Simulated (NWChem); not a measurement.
Species: C5H3F; SMILES C(#C)C(C#C)F

```xyz
9

C      0.9292    -0.1720    -2.2246
C      0.3139     0.0728    -1.2133
C     -0.4399     0.4025     0.0000
F     -1.6557    -0.2408     0.0000
C      0.3139     0.0728     1.2133
C      0.9292    -0.1720     2.2246
H      1.4795    -0.3979    -3.1199
H     -0.6451     1.4900     0.0000
H      1.4795    -0.3979     3.1199
```
Atoms are numbered in this order, from 1.

Program: NWChem. Pople sets run with spherical d functions. Coordinates come from a PBE0/def2-SVP optimisation. Atomic charges in e: unrestrained fits to the electrostatic potential beside Mulliken populations; buried atoms are poorly determined by the fit.

For level Hartree-Fock/6-31G*:

```yaml
Mulliken C2: 0.05
Mulliken F4: -0.44
Mulliken C5: 0.05
```

### Question
How do the values read with level B3LYP/def2-SVP instead?

### Answer
| Item | Value |
|---|---|
| Mulliken C2 | 0.28 |
| Mulliken F4 | -0.23 |
| Mulliken C5 | 0.28 |
